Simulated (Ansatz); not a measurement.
```yaml
crystal:
  periodic: [false, false, false]
  atoms:
    - {symbol: In, position_ang: [0.900159, 1.271381, -0.391970]}
    - {symbol: H, position_ang: [2.176914, 1.659696, -1.503088]}
    - {symbol: H, position_ang: [0.232641, 2.447643, 0.703534]}
    - {symbol: C, position_ang: [0.034368, -0.696472, -0.297441]}
    - {symbol: C, position_ang: [-0.955411, -0.978676, 0.563529]}
    - {symbol: H, position_ang: [0.388096, -1.499412, -0.954389]}
    - {symbol: H, position_ang: [-1.364116, -0.230378, 1.251083]}
    - {symbol: H, position_ang: [-1.412651, -1.973792, 0.628742]}
basis:
  gaussian: {orbitals: def2-TZVP, nuclear_model: gaussian}
total_charge: -1
magnetization: {spin_polarized: true, initial_magnetization: 1}
hamiltonian: {xc: {name: B3LYP-D3}}
output: {forces: true}
```

```sh
$ ansatz run in.yaml --threads 4 --pin off --events-out ev --progress --plain --max-ram 3916MiB
```

It prints (some lines left out):

```
Error: YAML parse error: error: line 16 column 19: hamiltonian.xc: no functional is named "B3LYP-D3"; the names, which are not case-sensitive, are SVWN5, SPW92, PBE, PBE0, PBEsol, revPBE, revPBE0, RPBE, rPW86-PBE, HSE06, wPBEh, LC-wPBE, HISS, HF, BLYP, B3LYP, B3LYP5, BHLYP, CAM-B3LYP, r2SCAN, r2SCANh, r2SCAN0, r2SCAN50, m-r2SCAN, B97, wB97, wB97X, wB97X-V, B97M-V, wB97M-V, B2PLYP, B2GP-PLYP, PBE0-DH, PBE-QIDH
14 | total_charge: -1
15 | magnetization: {spin_polarized: true, initial_magnetization: 1}
16 | hamiltonian: {xc: {name: B3LYP-D3}}
17 | output: {forces: true}
```

In this input the method's name isn't one that the program takes here. The input was rejected before any iteration.
